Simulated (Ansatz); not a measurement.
Consider the atomization: `[SH][Sn][SH]` → 2 H• + 2 S• + Sn•.

Gas-phase electronic energies from Ansatz, PBE0-D4/def2-TZVP geometries. CCSD(T)/CBS is the MP2 limit (def2-TZVPP, def2-QZVPP) plus CCSD(T) − MP2 in def2-TZVPP, frozen cores. This one scheme is used for every species, atoms too. No spin–orbit coupling; open shells (•) take unrestricted orbitals. Spin–orbit coupling would lower the free atoms: a little for S; strongly for Sn. Elements past krypton have def2 core potentials. Bonds to Sn are less sure, by a few kJ/mol each and by 10 to 20 or more in all where they break to atoms, as the def2 sets lack core-valence functions. One conformer a species, not always the lowest.

`[SH][Sn][SH]`:

Cartesian coordinates in Å:
```
S 0.806 0.384 -1.156
Sn -0.859 -1.090 -0.174
S -0.824 0.002 1.999
H 0.779 -0.225 -2.353
H 0.097 0.929 1.685
```

```
       species  HF/def2-TZVPP energy (Eh)
`[SH][Sn][SH]`                -1009.68010
            H•                   -0.49981
            S•                 -397.50200
           Sn•                 -213.33992
```

**Question.** Work out ΔE.

**Answer.** ΔE = 2 × (-0.49981) + 2 × (-397.50200) + (-213.33992) − (-1009.68010) = 0.33656 Eh = +883.6 kJ/mol. CCSD(T)/CBS gives +1372.0 kJ/mol.

Largest T1 diagnostic among the species: 0.016.

In def2-TZVPP, CCSD(T) changes the Hartree–Fock value by +421.6 kJ/mol (the triples alone add +36.4 kJ/mol) and MP2 by +433.4 kJ/mol; breaking electron pairs costs correlation energy, which Hartree–Fock lacks. The D4 term adds +25.9 kJ/mol with B3LYP and +13.2 kJ/mol with PBE0; it sums over pairs of atoms, weighted by their polarisabilities, and B3LYP, whose exchange is more repulsive, gets the larger term. From PBE to PBE0 (25 % exact exchange), in def2-TZVPP and without D4, ΔE moves by −37.3 kJ/mol: exact exchange takes away binding that semilocal exchange gives to molecules.

B3LYP here is the variant with VWN-RPA as its local correlation; programs differ in this.

For atomizations the MP2-based limit and the directly extrapolated one differ by several kJ/mol either way, and by 10 to 25 for some Ge, Se and Sn compounds, so smaller differences from it don't rank the levels.
